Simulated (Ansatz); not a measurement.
Reaction (atomization): `CC(C)(C)[O][Ga]([Cl])[Cl]` → 4 C• + 2 Cl• + Ga• + 9 H• + O•

Gas-phase electronic energies from Ansatz, PBE0-D4/def2-TZVP geometries. CCSD(T)/CBS adds triple-zeta CCSD(T) − MP2 to the extrapolated MP2 energy (def2 sets, frozen cores). This one scheme is used for every species, atoms too. Functionals use def2-TZVPP. B3LYP here is the variant with VWN-RPA as its local correlation; programs differ in this. HSE06 is defined as in plane-wave codes. Open shells (•) are unrestricted, without spin–orbit coupling. Spin–orbit coupling would lower the free atoms: a little for C, Cl, O; clearly for Ga. Bonds to Ga are less sure, by a few kJ/mol each and by 10 to 20 or more in all where they break to atoms, as the def2 sets lack core-valence functions. Scalar relativity is left out up to krypton. Each species was taken in one conformer, which may not be the lowest.

| level | ΔE (kJ/mol) | difference from CCSD(T)/CBS |
| --- | --- | --- |
| PBE-D4 | 6599.7 | 104.5 |
| r2SCAN-D4 | 6518.1 | 22.9 |
| B97M-V | 6509.6 | 14.4 |
| PBE0-D4 | 6513.9 | 18.7 |
| B3LYP-D4 | 6445.1 | -50.1 |
| HSE06-D4 | 6518.1 | 22.9 |
| CAM-B3LYP-D4 | 6487.0 | -8.2 |
| revPBE | 6302.4 | -192.8 |
| BLYP | 6308.2 | -187.0 |
| r2SCANh | 6470.1 | -25.1 |
| CCSD(T)/CBS | 6495.2 | 0 |

Largest T1 diagnostic among the species: 0.013.

Leaving LDA and LC-ωPBE aside and taking each functional with its dispersion term where it has one, the values, not all of them listed here, spread over 302.6 kJ/mol, from BHLYP-D4 to PBE-D4. LDA lies +859.5 kJ/mol from PBE without D4, its usual overbinding. From PBE to PBE0 (25 % exact exchange), in def2-TZVPP and without D4, ΔE moves by −78.9 kJ/mol: exact exchange takes away binding that semilocal exchange gives to molecules. The D4 term adds +79.2 kJ/mol with B3LYP and +42.8 kJ/mol with PBE0; it sums over pairs of atoms, weighted by their polarisabilities, and B3LYP, whose exchange is more repulsive, gets the larger term.

For atomizations the MP2-based limit and the directly extrapolated one differ by several kJ/mol either way, and by 10 to 25 for some Ge, Se and Sn compounds, so smaller differences from it don't rank the levels.
